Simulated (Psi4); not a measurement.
C2H8AsGa, triplet, at a GFN2-xTB geometry (such geometries of metal compounds can be far from the true shape) (a higher spin typed on purpose: for a closed-shell molecule this is an excited state). Base run: Psi4 with HF/def2-SV(P).

Psi4 was given this input:
```
memory 2 GB

molecule {
0 3
  Ga    0.04607044   -1.27816835   -0.09954551
  C     2.09020801   -0.85300162   -0.67472776
  H     2.67853899   -1.77260718   -0.69303153
  H     2.52205301   -0.17678481    0.06648283
  H     2.14779882   -0.38424156   -1.65909832
  C    -0.44241958   -1.15311323    2.00659753
  H    -0.32130904   -2.12808353    2.48294604
  H    -1.46712377   -0.81260308    2.16806657
  H     0.24494264   -0.44661810    2.47728876
  As   -0.44759291    1.65780884   -0.23721794
  H    -1.89646500    1.25104063   -0.19566326
  H    -0.45278401    1.42211411   -1.72410683
}

set basis def2-sv(p)
set reference uhf

energy('scf')
print_variables()
```

The base run was repeated with changes; each row names its change, and settings that it needs were set with it.

```tsv
change	basis functions	E (Eh)	dipole (D)
base	108	-4237.16041	1.21
basis = cc-pVDZ-DK; relativity = none (with scf_type pk)	122	-4213.56139	1.18
basis = cc-pVDZ-DK; relativity = spin-free X2C (with scf_type pk)	122	-4281.39476	1.09
```

Absolute energies of different levels of theory aren't comparable as measures of quality.

Open shells are given as the SCF converged; they aren't shown to be the lowest states, and a large step between rows can be another state.

Basis sets contracted for a relativistic Hamiltonian are a mismatch without it, so the rows without relativity aren't non-relativistic limits. No row has spin-orbit coupling; sets with core potentials leave out the core electrons.
